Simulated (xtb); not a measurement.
Si(H)3(OAc) (C₂H₆O₂Si), SMILES CC(=O)O[SiH3]. All values are semi-empirical tight-binding results from xtb (GFN2-xTB unless named), good for trends rather than for accurate numbers. The structure is a stationary point at GFN2-xTB.

Optimised geometry:

```xyz
11

Si    -0.0783     1.7368     0.0000
O     -0.6412     0.1711     0.0000
C      0.1694    -0.8800     0.0000
C     -0.5753    -2.1861     0.0000
O      1.3653    -0.7668     0.0000
H      0.7047     1.9622    -1.2086
H     -1.3716     2.4058     0.0000
H      0.7047     1.9622     1.2086
H      0.1265    -3.0144     0.0000
H     -1.2126    -2.2350    -0.8803
H     -1.2126    -2.2350     0.8803
```
Charge 0, spin multiplicity 1.

Computed properties:
| Item | Result |
|---|---|
| point group as xtb finds it | Cs |
| orbital gap | 4.90 eV |
| dipole moment | 2.16 D |
| zero-point energy | 46.5 kcal/mol |
| G − E(el) at 298.15 K (modified RRHO) | 26.7 kcal/mol |
| static polarisability (D4 model) | 62.3 bohr³ |
| solvation energy, GFN2-xTB/ALPB(water) | -1.9 kcal/mol |
| solvation energy, GFN2-xTB/ALPB(hexane) | -3.4 kcal/mol |

Problem. Give the atomic charges and the Wiberg bond orders between heavy atoms. (An estimate is asked for; the answer gives what the named calculation found.)

Solution. charges (e) Si1 0.53, O2 -0.37, C3 0.36, C4 -0.14, O5 -0.40, H6 -0.06, H7 -0.08, H8 -0.06, H9 0.07, H10 0.08, H11 0.08. Bond orders Si1–O2 0.94, O2–C3 1.14, C3–C4 0.99, C3–O5 1.77.
